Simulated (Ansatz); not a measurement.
CH₆OSi₂, SMILES `O=C([SiH3])[SiH3]`. Charge 0, multiplicity 1.

Cartesian coordinates in Å:
```
O 0.2654 0.4525 1.9515
C 0.1061 0.1814 0.7810
Si -1.6180 -0.4668 0.1642
Si 1.5763 0.3962 -0.4702
H -2.1200 0.4647 -0.8813
H -1.4189 -1.8027 -0.4593
H -2.5601 -0.5456 1.3058
H 2.7682 0.9137 0.2428
H 1.8563 -0.9260 -1.0918
H 1.1447 1.3326 -1.5426
```

**Question.** List the harmonic frequencies (cm⁻¹, unscaled) at PBE0-D4/def2-TZVP in Ansatz. (Estimate.)

**Answer.** Ansatz gave: 60i, 62, 149, 280, 294, 423, 477, 479, 652, 723, 820, 904, 918, 926, 933, 935, 937, 1713, 2214, 2221, 2224, 2230, 2255, 2257.

**Question.** Is this a minimum?

**Answer.** No: 1 imaginary mode, so it is a saddle point.
